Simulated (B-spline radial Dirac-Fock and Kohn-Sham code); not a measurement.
## How the levels of promethium move as electrons are removed

These are calculated numbers from a B-spline atomic structure program; the model is relaxed Dirac-Fock hole states (ΔSCF) with Breit and QED corrections and a finite nucleus. Each ion is free and in its tabulated ground configuration. The model has no electron correlation.

Reference: Pm¹⁶⁺, [Kr] 4d9, with L2 (2p1/2) 7388.5 eV, N1 (4s) 688.0 eV, N2 (4p1/2) 616.1 eV, N3 (4p3/2) 588.9 eV, N4,5 (4d) 466.4 eV, Kα1 (K-L3) 38722.6 eV, Kβ1 (K-M3) 43823.7 eV, Lℓ (L3-M1) 4808.2 eV. Shifts from it, in eV (a dash: the subshell is empty, belongs to an open shell averaged over j, or its hole state is left out as unreliable):

```
  ion  configuration  L2 (2p1/2)  N1 (4s)  N2 (4p1/2)  N3 (4p3/2)  N4,5 (4d)    Kα1     Kβ1      Lℓ
Pm¹⁷⁺       [Kr] 4d8       +45.1    +35.2       +34.5       +34.0      +34.8  +0.04   +2.94   +2.84
Pm¹⁸⁺       [Kr] 4d7       +91.3    +71.0       +69.6       +68.6      +70.2  +0.11   +6.15   +5.90
Pm¹⁹⁺       [Kr] 4d6           ?        ?           ?           ?          ?      ?       ?       ?
Pm²⁰⁺       [Kr] 4d5      +187.5   +144.5      +141.7      +139.6     +143.2  +0.36  +13.40  +12.75
Pm²¹⁺       [Kr] 4d4      +237.4   +182.2      +178.6      +176.0     +180.7  +0.54  +17.45  +16.54
Pm²²⁺       [Kr] 4d3      +288.5   +220.4      +216.2      +213.0     +218.8  +0.76  +21.80  +20.57
```

Question: Give the missing shifts for Pm¹⁹⁺.

Answer: L2 (2p1/2) +138.8, N1 (4s) +107.5, N2 (4p1/2) +105.3, N3 (4p3/2) +103.8, N4,5 (4d) +106.4, Kα1 +0.21, Kβ1 +9.64, Lℓ +9.21 (eV).

Over this range L2 (2p1/2) moves by +288.5 eV and Kα1 by +0.8 eV: a line is a difference of two levels that shift in the same direction.
